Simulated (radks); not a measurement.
The numbers below are computed, except where a source is named.
Question: Xe3+, 51 electrons, occupied as [Kr] 4d10 5s2 5p3. Level of theory: scalar-relativistic Kohn-Sham, PBE, spin-polarised, spherical densities, finite nucleus; open shells are filled with parallel spins first (spin-orbit coupling, left out, can overturn this in heavy ions); Fermi nuclear charge, rms radius 4.7859 fm (a radial shooting solver on a logarithmic mesh with Libxc functionals). Some entries of the table are withheld. Estimate them.

| orbital | occ. | eigenvalue (hartree) | <r^2> (bohr^2) |
|---|---|---|---|
| 1s up | 1 | -1264.351 | 0.0009638 |
| 1s down | 1 | -1264.346 | 0.0009638 |
| 2s up | 1 | -197.8289 | 0.01549 |
| 2s down | 1 | -197.8264 | 0.01549 |
| 2p up | 3 | -177.6468 | 0.01228 |
| 2p down | 3 | -177.6424 | 0.01228 |
| 3s up | 1 | -41.45420 | 0.1073 |
| 3s down | 1 | -41.44968 | 0.1073 |
| 3p up | 3 | -34.93500 | 0.1074 |
| 3p down | 3 | -34.92982 | 0.1074 |
| 3d up | 5 | -25.26600 | 0.09327 |
| 3d down | 5 | -25.26105 | 0.09325 |
| 4s up | 1 | -8.49332 | 0.5795 |
| 4s down | 1 | -8.48239 | 0.5791 |
| 4p up | 3 | -6.42775 | 0.6653 |
| 4p down | 3 | -6.41622 | 0.6635 |
| 4d up | 5 | -3.41597 | 0.8924 |
| 4d down | 5 | -3.39830 | 0.8805 |
| 5s up | 1 | -1.88658 | 3.421 |
| 5s down | 1 | -1.78540 | 3.402 |
| 5p up | 3 | -1.39932 | 4.493 |
| 5p down | 0 | -1.29386 | 4.573 |
| 6s up | 0 | -0.68585 | 15.53 |
| 4f up | 0 | (1) | 5.029 |
| 4f down | 0 | (2) | 5.080 |

Answer: 
(1) 4f up eigenvalue (hartree): -0.59277
(2) 4f down eigenvalue (hartree): -0.52250
